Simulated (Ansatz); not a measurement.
Spectroscopic constants of LiMg, multiplicity 2 (lowest of 2S+1 = 2, 4 at CCSD(T)/def2-TZVPP on PBE0 minima; our sources give no spin for the ground state, which may be another).

Constants: fifth-degree fit in 1/R to seven points, most abundant isotopes. In def2 and cc sets the state is the lowest found near the PBE0 minimum, followed along R.

Run with Ansatz (Gaussian orbitals). Each number belongs to the level named beside it.

Energies at wB97X-V/def2-TZVPP:

| R (Å) | E (hartree) |
|---|---|
| 2.882664 | -207.51052445 |
| 2.960155 | -207.51109968 |
| 3.031446 | -207.51140714 |
| 3.112037 | -207.51155590 |
| 3.192628 | -207.51154483 |
| 3.285617 | -207.51139004 |
| 3.394104 | -207.51108368 |

Problem. With a reduced mass of 5.4282 u, find the minimum, the force constant and the constants.

Solution. A fifth-degree polynomial in 1/R puts the minimum at r_e = 3.1448 Å with force constant 9.41 N/m. Then ω_e = (1/2πc)√(k/μ) = 172 cm⁻¹ and B_e = h/(8π²cμr_e²) = 0.3140 cm⁻¹; the cubic and quartic terms give α_e = 0.011 and ω_e x_e = 6.0 cm⁻¹.

Ansatz is a first-principles code.
